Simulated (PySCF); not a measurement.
A side-by-side comparison of computed properties.

First species: C8H12Si.
SMILES: `C=CC1=C[SiH2][C@H]2C[C@@H]1C2`

Second species: C₈H₉FN₂.
SMILES with atom numbers: `[CH3:1][c:2]1[cH:3][c:4]([F:5])[c:6]([CH:7]2[CH2:8][CH2:9]2)[n:10][n:11]1` (hydrogens: H12, H13, H14 on C1; H15 on C3; H16 on C7; H17, H18 on C8; H19, H20 on C9)

Levels: PBE0/pcSseg-1 for HOMO energy, LUMO energy and HOMO–LUMO gap. Geometries: GFN2-xTB. Each structure is a single optimised conformer of the isolated species, non-relativistic unless stated; the electronic structure was computed with PySCF and density fitting.

Dipoles, sizes and rotational constants follow the conformer. The torsions of the flexible species, by atom-mapped SMILES:
- `[CH3:1][c:2]1[cH:3][c:4]([F:5])[c:6]([CH:7]2[CH2:8][CH2:9]2)[n:10][n:11]1`: C4–C6–C7–C8 148°

The conformers of `C=CC1=C[SiH2][C@H]2C[C@@H]1C2` aren't listed.

Values for the first species:

* HOMO energy: -6.66 eV
* LUMO energy: -1.11 eV
* HOMO–LUMO gap: 5.55 eV

Question: Estimate the same properties for the second species, and the change in each.

Answer: 
| property | first | second | second less first |
| --- | --- | --- | --- |
| HOMO energy | -6.66 eV | -6.73 eV | -0.07 eV |
| LUMO energy | -1.11 eV | -1.37 eV | -0.26 eV |
| HOMO–LUMO gap | 5.55 eV | 5.36 eV | -0.19 eV |

